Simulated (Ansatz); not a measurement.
Reaction (redistribution): `[Br][SnH]([Br])[Br]` + `[SiH3]CCBr` → `[Br][Sn]([Br])([Br])[Br]` + `CC[SiH3]`

Isolated molecules relaxed with PBE0-D4/def2-TZVP in Ansatz; ΔE leaves out vibrations. CCSD(T)/CBS adds triple-zeta CCSD(T) − MP2 to the extrapolated MP2 energy (def2 sets, frozen cores). Functionals use def2-TZVPP. def2 core potentials past Kr. For Br, Sn outer-core shells are correlated without core-valence functions, which leaves a few kJ/mol of doubt a bond. Scalar relativity is left out up to krypton. Each species was taken in one conformer, which may not be the lowest.

`[Br][SnH]([Br])[Br]`:

```xyz
5

Br   -0.388    0.430    2.324
Sn    0.088    0.147   -0.067
Br    1.447   -1.878   -0.340
Br   -2.043   -0.202   -1.233
H     0.897    1.503   -0.684
```

`[SiH3]CCBr`:

Cartesian coordinates in Å:
```
Si -0.228 0.196 -1.515
C -0.530 -0.286 0.284
C 0.641 0.051 1.167
Br 0.332 -0.446 3.035
H 0.963 -0.520 -2.045
H -1.415 -0.160 -2.334
H 0.016 1.660 -1.620
H -1.432 0.228 0.631
H -0.743 -1.358 0.322
H 1.546 -0.483 0.882
H 0.851 1.119 1.193
```

`[Br][Sn]([Br])([Br])[Br]`:

Cartesian coordinates in Å:
```
Br 2.066 -0.198 1.294
Sn 0.000 0.000 0.000
Br -1.639 -1.614 0.830
Br -0.895 2.264 0.234
Br 0.468 -0.452 -2.357
```

`CC[SiH3]`:

Z-matrix (Å, degrees):
```
C
C 1 1.526
H 1 1.093 2 111.4
H 1 1.093 2 111.6 3 120.1
H 1 1.093 2 111.4 3 -119.8
Si 2 1.876 1 113.4 3 59.9
H 2 1.095 1 110.5 3 -178.6
H 2 1.095 1 110.5 3 -61.7
H 6 1.489 2 110.4 1 -59.6
H 6 1.489 2 110.4 1 59.7
H 6 1.489 2 111.1 1 -180.0
```

```json
{"species": "`[Br][SnH]([Br])[Br]`", "PBE-QIDH energy (Eh)": "-7935.50405"}
{"species": "`[SiH3]CCBr`", "PBE-QIDH energy (Eh)": "-2943.18654"}
{"species": "`[Br][Sn]([Br])([Br])[Br]`", "PBE-QIDH energy (Eh)": "-10508.51210"}
{"species": "`CC[SiH3]`", "PBE-QIDH energy (Eh)": "-370.23282"}
```

Work out ΔE.

ΔE = (-10508.51210) + (-370.23282) − (-7935.50405) − (-2943.18654) = -0.05433 Eh = -142.6 kJ/mol. CCSD(T)/CBS gives -145.0 kJ/mol.

Largest T1 diagnostic among the species: 0.010.

From BLYP to BHLYP (50 % exact exchange), in def2-TZVPP and without D4, ΔE moves by −6.2 kJ/mol. Leaving LDA and LC-ωPBE aside and taking each functional with its dispersion term where it has one, the values, not all of them listed here, spread over 11.6 kJ/mol, from BHLYP-D4 to ωB97X-V. LDA lies +6.1 kJ/mol from PBE without D4. The D4 term adds −5.3 kJ/mol with B3LYP and −3.0 kJ/mol with PBE0; it sums over pairs of atoms, weighted by their polarisabilities, and B3LYP, whose exchange is more repulsive, gets the larger term.

B3LYP here is the variant with VWN-RPA as its local correlation; programs differ in this.
